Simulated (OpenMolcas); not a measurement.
A calculation on O III.

* Program: OpenMolcas 26.06
* Method: RASSCF
* Basis: ANO-RCC-VQZP [5s4p3d2f1g]
* Scalar Hamiltonian: DKH2, point nucleus
* Active space: 4 electrons in 9 orbitals (RAS2 2s 2p; RAS3 3d, at most 2 electrons)
* State averaging: 2S+1 = 3 even, 6 roots; 2S+1 = 1 even, 11 roots; 2S+1 = 5 odd, 1 root; 2S+1 = 3 odd, 9 roots; 2S+1 = 1 odd, 8 roots
* Spin-orbit coupling: state interaction with AMFI integrals over the reference wave functions, term energies averaged over their components

Task: Which level of the active space comes out lowest?

Result: 2s2 2p2 3P0, with 100 % of that term; it is also the measured ground level.

Task: How high does 2s 2p3 3S* 1 lie?

Result: 202747 cm-1 above the lowest level; measured 197088 cm-1 above the ground level, so the calculation is off by +3 %.

Task: How high does 2s2 2p2 1S0 lie?

Result: 46670 cm-1 above the lowest level; measured 43186 cm-1 above the ground level, so the calculation is off by +8 %.

Task: How high does 2s2 2p2 3P2 lie?

Result: 303 cm-1 above the lowest level.

Measured values: Moore, Selected Tables of Atomic Spectra, NSRDS-NBS 3, section 11.

Active for correlation alone: 3d; no level in the range computed is led by a configuration that fills it, so any true level of that kind is missing. Measured partners are found by configuration, term and J. A level has none where our copy of the source lacks it or the pairing is in doubt (some pairs that miss far off the trend of their configuration count as doubtful), and it then counts in no deviation. Levels of configurations outside the active space are missing.

* marks odd parity.
